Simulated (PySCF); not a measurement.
An unknown is described by computed data only.

Elements present: C, Cl, H and Si. Monoisotopic mass: 225.8762 u.

- 13C NMR: chemical shifts (computed TMS as zero) by class: 5.4 (2 C) ppm [GIAO B97-2/pcSseg-2]
- Rotational structure: rotational constants A, B, C: 0.868, 0.574, 0.468 GHz [PBE0-D3(BJ)/def2-TZVP]
- 1H NMR: chemical shifts (computed TMS as zero) by class: 0.79 (6 H) ppm [GIAO B97-2/pcSseg-2]
- NMR, other nuclei: isotropic shieldings of nuclei other than C and H, by class: 322 (2 Si), 881 (4 Cl) ppm [GIAO B97-2/pcSseg-2]
- Dipole: 0.00 D by symmetry (numerical residue 0.03 D) [B97-2/pcSseg-2]

Electronic properties: PySCF, gas phase, density fitting. Levels stand in brackets. The structure is a single PBE0-D3(BJ)/def2-TZVP conformer in the gas phase; no vibrational or solvent corrections. NMR values are class means; diastereotopic atoms form classes of their own.

Question: Which formula fits the mass and the elements?

Answer: C2H6Cl4Si2 (calculated 225.8762). No other formula that holds each of these elements comes within 0.0003 u with a fitting electron parity and a possible valence count.

Question: What is the compound? Reason from the data.

Answer: Numbering: `[CH3:1][Si:2]([Cl:3])([Cl:4])[Si:5]([CH3:6])([Cl:7])[Cl:8]`. Its formula, C2H6Cl4Si2, gives 0 degrees of unsaturation, so no ring and no π bond. 2 carbons fall into 1 class: Si-methyl carbon [C1/C6] (5.4 ppm, 2 C). All hydrogens form one class (0.79 ppm): methyl hydrogen. The other shieldings belong to: 322 ppm, chlorine-bound silicon [Si2/Si5]; 881 ppm, silicon-bound chlorine [Cl3/Cl4/Cl7/Cl8]. The vanishing dipole is forced by symmetry. The optimised geometry has point group C2h and is an asymmetric top. Structure: `C[Si](Cl)(Cl)[Si](C)(Cl)Cl`. The assignments are read from this structure; whether some other isomer fits the data as well wasn't checked.

The values belong to the conformer `[CH3:1][Si:2]([Cl:3])([Cl:4])[Si:5]([CH3:6])([Cl:7])[Cl:8]`: C1–Si2–Si5–C6 -179°.
